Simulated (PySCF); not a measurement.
These are PBE0-D3(BJ)/def2-TZVP (PySCF) values and carry that method's errors. Gas-phase values, no solvent. 

Reference species (SMILES): `N=C=C=O` (neutral, multiplicity 1).

| Item | Result |
|---|---|
| dipole moment | 1.91 D |
| HOMO–LUMO gap | 3.16 eV |
| HOMO | -6.56 eV |
| LUMO | -3.40 eV |

Changed species: `C(C=O)#N`.

Problem. Give the shifts of the dipole moment, HOMO–LUMO gap, HOMO and LUMO.

Solution. the dipole moment increases by 0.53 D, to 2.44 D; the HOMO–LUMO gap increases by 2.98 eV, to 6.14 eV; the HOMO falls by 2.66 eV, to -9.22 eV; the LUMO rises by 0.31 eV, to -3.09 eV.
